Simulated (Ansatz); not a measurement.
`N[Si](N)(O)F` → `NN` + `O[Si]F`  (silylene formation by 1,1-elimination)

Gas-phase electronic energies from Ansatz, PBE0-D4/def2-TZVP geometries. CCSD(T)/CBS adds triple-zeta CCSD(T) − MP2 to the extrapolated MP2 energy (def2 sets, frozen cores). This one scheme is used for every species. Functionals use def2-TZVPP. B3LYP here is the variant with VWN-RPA as its local correlation; programs differ in this. One conformer a species, not always the lowest.

(1) Is it downhill or uphill in electronic energy at CCSD(T)/CBS, and by how much? (An estimate is asked.)

(2) What do these levels give: B3LYP-D4, CAM-B3LYP-D4, ωB97M-V, PBE-QIDH, r2SCAN, RPA@PBE/def2-TZVPP, HF/def2-SVP, CCSD/def2-SVP, HF/def2-TZVPP, MP2/def2-QZVPP, SCS-MP2/def2-QZVPP, MP2/CBS(def2)? (Estimate.)

Largest T1 diagnostic among the species: 0.015.

Results:

(1) Computed: Uphill: ΔE = +470.2 kJ/mol.

(2) Computed: B3LYP-D4 449.6, CAM-B3LYP-D4 462.7, ωB97M-V 452.9, PBE-QIDH 483.5, r2SCAN 478.4, RPA@PBE/def2-TZVPP 431.4, HF/def2-SVP 451.9, CCSD/def2-SVP 426.2, HF/def2-TZVPP 472.9, MP2/def2-QZVPP 491.0, SCS-MP2/def2-QZVPP 476.7, MP2/CBS(def2) 494.1 kJ/mol.

From BLYP to BHLYP (50 % exact exchange), in def2-TZVPP and without D4, ΔE moves by +65.4 kJ/mol. At CCSD(T), def2-SVP lies −47.4 kJ/mol from the extrapolated value and def2-TZVPP −8.1 kJ/mol.
